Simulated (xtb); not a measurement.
I$_{2}$Sn, charge +1, doublet, geometry from GFN2-xTB (such geometries of metal compounds can be far from the true shape) (a state made from the parent by changing its charge; the spin is typed, not shown lowest); GFN2-xTB with ALPB(methanol) (xtb).

Here is a job for xtb.
```
$ xtb mol.xyz --gfn 2 --chrg 1 --uhf 1 --alpb methanol --json

# file mol.xyz
3

Sn    -0.00242820    -0.00227352     1.36744649
I      0.99109659    -1.68231466    -0.64606286
I     -0.98880584     1.68445949    -0.64398100
```

Task: Predict the main parts of the log of this xtb run.

Result: 
```
   ID    Z sym.   atoms
    1   50 Sn     1
    2   53 I      2, 3

           -------------------------------------------------
          |                Calculation Setup                |
           -------------------------------------------------

           -------------------------------------------------
          |                 G F N 2 - x T B                 |
           -------------------------------------------------

      * Solvation model:               ALPB
        Solvent                        methanol
        Parameter file                 internal GFN2-xTB/ALPB
        Dielectric constant                3.2700E+01
        Reference state                gsolv [1 M gas/solution]
        Free energy shift                  3.9449E-03 Eh       2.4755E+00 kcal/mol
        Temperature                        2.9815E+02 K
        Density                            7.9200E-01 kg/L
        Solvent mass                       3.2040E+01 g/mol
        Interaction kernel             P16
        Born radius scaling (c1)           1.6600E+00
        Born radii integrator          GBOBC
        Born offset                        0.0000E+00 a0       0.0000E+00 AA
        H-bond correction              true
        Ion screening                  false
        Surface tension                    1.0000E-05 Eh       1.5569E+01 dyn/cm
        Grid points                               230 per atom

          ...................................................
          :                      SETUP                      :
          :.................................................:
          :  # basis functions                  30          :
          :  # atomic orbitals                  27          :
          :  # shells                            9          :
          :  # electrons                        17          :
          :  max. iterations                   250          :
          :  Hamiltonian                  GFN2-xTB          :
          :  restarted?                      false          :
          :  GBSA solvation                   true          :
          :  PC potential                    false          :
          :  electronic temp.          300.0000000     K    :
          :  accuracy                    1.0000000          :
          :  -> integral cutoff          0.2500000E+02      :
          :  -> integral neglect         0.1000000E-07      :
          :  -> SCF convergence          0.1000000E-05 Eh   :
          :  -> wf. convergence          0.1000000E-03 e    :
          :  Broyden damping             0.4000000          :
          :  net charge                          1          :
          :  unpaired electrons                  1          :
          ...................................................

 iter      E             dE          RMSdq      gap      omega  full diag
   1     -5.7962880 -0.579629E+01  0.667E+01    0.01       0.0  T
   2     -4.1087894  0.168750E+01  0.844E+01    2.80       1.0  T
   3     -8.9132930 -0.480450E+01  0.232E+01    6.25       1.0  T
   4     -9.2226982 -0.309405E+00  0.107E+01    5.25       1.0  T
   5     -9.3177294 -0.950312E-01  0.949E+00    4.79       1.0  T
   6     -9.3670509 -0.493215E-01  0.986E+00    4.51       1.0  T
   7     -9.3957821 -0.287312E-01  0.800E+00    4.43       1.0  T
   8     -9.3951699  0.612255E-03  0.258E+01    4.74       1.0  T
   9     -9.3901646  0.500530E-02  0.272E+01    4.75       1.0  T
  10     -9.4134199 -0.232554E-01  0.222E+01    4.68       1.0  T
  11     -9.4394193 -0.259994E-01  0.158E+01    4.59       1.0  T
  12     -9.4509921 -0.115728E-01  0.533E+00    4.17       1.0  T
  13     -9.4499600  0.103205E-02  0.517E+00    4.18       1.0  T
  14     -9.4596632 -0.970318E-02  0.498E+00    4.49       1.0  T
  15     -9.4590820  0.581207E-03  0.210E+00    4.48       1.0  T
  16     -9.4596987 -0.616768E-03  0.439E-01    4.42       1.0  T
  17     -9.4597780 -0.792617E-04  0.493E-01    4.42       1.0  T
[...]
         :: total energy              -9.456082917002 Eh    ::
[...]

           -------------------------------------------------
          |                Property Printout                |
           -------------------------------------------------

    * Orbital Energies and Occupations

         #    Occupation            Energy/Eh            Energy/eV
      -------------------------------------------------------------
         1        2.0000           -0.9863325             -26.8395
         2        2.0000           -0.8459782             -23.0202
         3        2.0000           -0.8330414             -22.6682
         4        2.0000           -0.5512785             -15.0011
         5        2.0000           -0.5418867             -14.7455
         6        2.0000           -0.5307687             -14.4430
         7        1.9953           -0.5259895             -14.3129
         8        1.9786           -0.5245275             -14.2731
         9        1.0260           -0.5174528             -14.0806 (HOMO)
        10                         -0.3560928              -9.6898 (LUMO)
        11                         -0.3191229              -8.6838
        12                         -0.3078336              -8.3766
        13                         -0.2347525              -6.3879
        14                         -0.2280773              -6.2063
        15                         -0.1918781              -5.2213
        16                         -0.1391149              -3.7855
        17                         -0.1138939              -3.0992
        18                         -0.1046494              -2.8477
        19                         -0.0993876              -2.7045
        20                         -0.0993671              -2.7039
       ...                                ...                  ...
        27                          0.6326124              17.2143
      -------------------------------------------------------------
                  HL-Gap            0.1613600 Eh            4.3908 eV
             Fermi-level           -0.4788331 Eh          -13.0297 eV

     #   Z          covCN         q      C6AA      α(0)
     1  50 Sn       1.719     0.615   428.810    44.511
     2  53 I        0.980     0.193   358.110    32.667
     3  53 I        0.980     0.193   358.110    32.667

 Mol. C6AA /au·bohr⁶  :       3401.802856
 Mol. C8AA /au·bohr⁸  :     350797.163500
 Mol. α(0) /au        :        109.845814

Wiberg/Mayer (AO) data.
largest (>0.10) Wiberg bond orders for each atom

 ---------------------------------------------------------------------------
     #   Z sym  total        # sym  WBO       # sym  WBO       # sym  WBO
 ---------------------------------------------------------------------------
     1  50 Sn   2.330 --     2 I    1.165     3 I    1.165
     2  53 I    1.508 --     1 Sn   1.165     3 I    0.344
     3  53 I    1.508 --     1 Sn   1.165     2 I    0.344
 ---------------------------------------------------------------------------

Topologies differ in total number of bonds
Writing topology from bond orders to xtbtopo.mol

molecular dipole:
                 x           y           z       tot (Debye)
 q only:       -0.002      -0.002       1.119
   full:       -0.007      -0.006       3.776       9.598
molecular quadrupole (traceless):
                xx          xy          yy          xz          yz          zz
 q only:       -2.940      -3.439       0.886      -0.015      -0.008       2.054
  q+dip:       -4.956       1.935      -7.109      -0.027      -0.028      12.065
   full:       -2.303       4.022      -6.777      -0.014      -0.019       9.080

           -------------------------------------------------
          | TOTAL ENERGY               -9.456082917002 Eh   |
          | GRADIENT NORM               0.000948449171 Eh/α |
          | HOMO-LUMO GAP               4.390828930478 eV   |
           -------------------------------------------------

normal termination of xtb
```
